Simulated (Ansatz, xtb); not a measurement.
CH2Si2Sn: which of two structures lies lower

Structure I is a singlet given by its coordinates and structure II is a singlet given by its coordinates. Both are isolated molecules in the gas phase, relaxed with r2SCAN-D4/def2-SVP.

I (Å):

```yaml
atoms:
  - { symbol: C, position_ang: [-2.0464, -0.7650, -1.3992] }
  - { symbol: Si, position_ang: [-3.6223, -1.4321, -1.6579] }
  - { symbol: Si, position_ang: [-0.2938, -0.3972, -1.5496] }
  - { symbol: Sn, position_ang: [-1.4849, -2.1292, -3.1830] }
  - { symbol: H, position_ang: [0.1100, 0.9481, -2.0529] }
  - { symbol: H, position_ang: [0.6297, -0.8877, -0.4853] }
```

Close contacts (Å): C1–Si2 1.73, C1–Si3 1.80, C1–Sn4 2.31, Si2–Sn4 2.72, Si3–Sn4 2.66, Si3–H5 1.49, Si3–H6 1.49.

II (Å):

```xyz
6

C    -1.6216   -1.5783   -1.7243
Si   -2.3601   -0.5796   -0.4093
Si   -0.1832   -0.5073   -1.9986
Sn   -1.8555    1.3017   -2.2789
H    -1.9079   -2.5466   -2.1565
H     1.2142   -0.9429   -1.6635
```

Close contacts (Å): C1–Si2 1.81, C1–Si3 1.81, Si2–Sn4 2.70, Si3–Sn4 2.48, C1–H5 1.10, Si3–H6 1.50.

Quicker runs give these differences E(II) − E(I): GFN2-xTB −10.3 kcal/mol; HF/STO-3G +4.9 kcal/mol (at GFN2-xTB geometries); r2SCAN-D4/def2-SVP//GFN2-xTB +6.5 kcal/mol.

Q: Which of the two would you expect CCSD(T)/def2-SVP + ΔMP2/def2-TZVPP electronic energies to favour?

A: Structure I; the calculation gives E(II) − E(I) = +5.5 kcal/mol.

How the difference moves with the method:

```
                             level            geometry  E(II) − E(I) (kcal/mol)  departure from the last row (kcal/mol)  job, with rough time for the two
                          GFN2-xTB            GFN2-xTB                     −10.3                                   −15.9              optimisation, 0.22 s
                         HF/STO-3G            GFN2-xTB                      +4.9                                    −0.6               single point, 1.4 s
      r2SCAN-D4/def2-SVP//GFN2-xTB            GFN2-xTB                      +6.5                                    +0.9               single point, 4.9 s
                r2SCAN-D4/def2-SVP  r2SCAN-D4/def2-SVP                      +1.9                                    −3.6                optimisation, 55 s
                       HF/def2-SVP  r2SCAN-D4/def2-SVP                      +7.7                                    +2.1           part of the CCSD(T) run
                      MP2/def2-SVP  r2SCAN-D4/def2-SVP                      +6.9                                    +1.4           part of the CCSD(T) run
                  CCSD(T)/def2-SVP  r2SCAN-D4/def2-SVP                      +4.8                                    −0.7                      single point
CCSD(T)/def2-SVP + ΔMP2/def2-TZVPP  r2SCAN-D4/def2-SVP                      +5.5                                                        single point, 29 s
```

GFN2-xTB puts the two in the other order. The largest departure from CCSD(T)/def2-SVP + ΔMP2/def2-TZVPP is that of GFN2-xTB, 15.9 kcal/mol. The last row adds to CCSD(T) the change of the MP2 difference between the two basis sets, here +0.7 kcal/mol.

With harmonic frequencies from r2SCAN-D4/def2-SVP (ideal gas, rigid rotor, one conformer each, 298.15 K, 1 atm): the zero-point term adds +1.0 kcal/mol; ΔH is +6.6 and ΔG +6.5 kcal/mol.

The T1 diagnostic of structure II is large, so the coupled-cluster value is less sure. The correlated steps freeze 15 core orbitals; the filled d shell of Sn is correlated, in a basis made for valence electrons. Atoms past krypton carry core potentials in the def2 sets, other sets are all-electron and non-relativistic, and no spin–orbit term is included. Mirror images aren't counted in ΔG. Programs: Ansatz 0.2.0, xtb 6.7.1; the last row on 1 thread of Arm Neoverse V2 on a shared host.
